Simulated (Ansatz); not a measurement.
Relaxation of AlCl3GeH4O (10 atoms, charge 0, multiplicity 1), to a largest force component of 0.03 eV/Å in at most 50 steps.

All numbers below come from RKS PBE0/def2-SVP in Ansatz.

```xyz
10
Properties=species:S:1:pos:R:3:forces:R:3
Ge 0.162 0.210 -0.138 -0.20 -0.09 0.37
H -0.039 -0.151 1.346 0.41 0.11 -0.43
Cl 2.170 -0.148 -0.769 0.00 -0.01 0.01
Cl -0.358 2.198 -0.662 -0.01 -0.01 0.01
Cl -1.035 -1.158 -1.373 0.07 0.02 -0.05
O -2.441 -0.058 1.256 0.77 -0.21 0.58
Al -3.207 -1.148 0.138 -0.03 -0.01 0.01
H -3.188 -2.709 0.444 -0.01 0.02 0.02
H -4.202 -0.440 -0.869 0.00 -0.02 0.02
H -1.803 -0.334 1.945 -0.99 0.20 -0.54
```

Problem. Where does it end, and by what steps?

Solution. It converged. After 27 steps the energy has fallen by 0.422 eV; H10 moved furthest, 1.32 Å. Joined: Ge1–O6 (2.96 → 2.07 Å).

```json
{"step": "0", "energy less start (eV)": "0.0000", "largest force component (eV/Å)": "0.993", "accepted": "yes"}
{"step": "1", "energy less start (eV)": "-0.0768", "largest force component (eV/Å)": "1.331", "accepted": "yes"}
{"step": "2", "energy less start (eV)": "-0.0892", "largest force component (eV/Å)": "1.891", "accepted": "yes"}
{"step": "3", "energy less start (eV)": "-0.1336", "largest force component (eV/Å)": "1.649", "accepted": "yes"}
{"step": "4", "energy less start (eV)": "-0.1742", "largest force component (eV/Å)": "0.616", "accepted": "yes"}
{"step": "5", "energy less start (eV)": "-0.1993", "largest force component (eV/Å)": "0.490", "accepted": "yes"}
{"step": "6", "energy less start (eV)": "-0.2079", "largest force component (eV/Å)": "0.257", "accepted": "yes"}
{"step": "7", "energy less start (eV)": "-0.2575", "largest force component (eV/Å)": "0.862", "accepted": "yes"}
{"step": "8", "energy less start (eV)": "-0.2954", "largest force component (eV/Å)": "0.493", "accepted": "yes"}
{"step": "9", "energy less start (eV)": "-0.3150", "largest force component (eV/Å)": "0.520", "accepted": "yes"}
{"step": "10", "energy less start (eV)": "-0.1721", "largest force component (eV/Å)": "1.108", "accepted": "no"}
{"step": "11", "energy less start (eV)": "-0.3428", "largest force component (eV/Å)": "0.115", "accepted": "yes"}
{"step": "12", "energy less start (eV)": "-0.3465", "largest force component (eV/Å)": "0.135", "accepted": "yes"}
{"step": "13", "energy less start (eV)": "-0.3516", "largest force component (eV/Å)": "0.748", "accepted": "yes"}
{"step": "14", "energy less start (eV)": "-0.3582", "largest force component (eV/Å)": "0.493", "accepted": "yes"}
{"step": "15", "energy less start (eV)": "-0.3725", "largest force component (eV/Å)": "0.282", "accepted": "yes"}
{"step": "16", "energy less start (eV)": "-0.3832", "largest force component (eV/Å)": "0.221", "accepted": "yes"}
{"step": "17", "energy less start (eV)": "-0.3710", "largest force component (eV/Å)": "1.180", "accepted": "no"}
{"step": "18", "energy less start (eV)": "-0.3945", "largest force component (eV/Å)": "0.078", "accepted": "yes"}
{"step": "19", "energy less start (eV)": "-0.4009", "largest force component (eV/Å)": "0.382", "accepted": "yes"}
{"step": "20", "energy less start (eV)": "-0.4053", "largest force component (eV/Å)": "0.444", "accepted": "yes"}
{"step": "21", "energy less start (eV)": "-0.3986", "largest force component (eV/Å)": "0.943", "accepted": "no"}
{"step": "22", "energy less start (eV)": "-0.4134", "largest force component (eV/Å)": "0.245", "accepted": "yes"}
{"step": "23", "energy less start (eV)": "-0.4178", "largest force component (eV/Å)": "0.256", "accepted": "yes"}
{"step": "24", "energy less start (eV)": "-0.4200", "largest force component (eV/Å)": "0.093", "accepted": "yes"}
{"step": "25", "energy less start (eV)": "-0.4209", "largest force component (eV/Å)": "0.074", "accepted": "yes"}
{"step": "26", "energy less start (eV)": "-0.4201", "largest force component (eV/Å)": "0.150", "accepted": "no"}
{"step": "27", "energy less start (eV)": "-0.4217", "largest force component (eV/Å)": "0.027", "accepted": "yes"}
```

```xyz
10
Properties=species:S:1:pos:R:3
Ge -0.041 0.049 0.179
H 0.497 -0.610 1.443
Cl 1.730 0.114 -1.103
Cl -0.496 2.170 0.169
Cl -1.050 -1.442 -1.327
O -1.948 -0.174 0.950
Al -3.015 -1.302 -0.031
H -3.221 -2.725 0.628
H -4.117 -0.501 -0.838
H -2.281 0.683 1.249
```

Whether the end is a true minimum wasn't checked by a vibrational analysis.

Run time: 88 s on 4 threads of Arm Neoverse V2, on a shared host, peak memory 0.42 GiB.
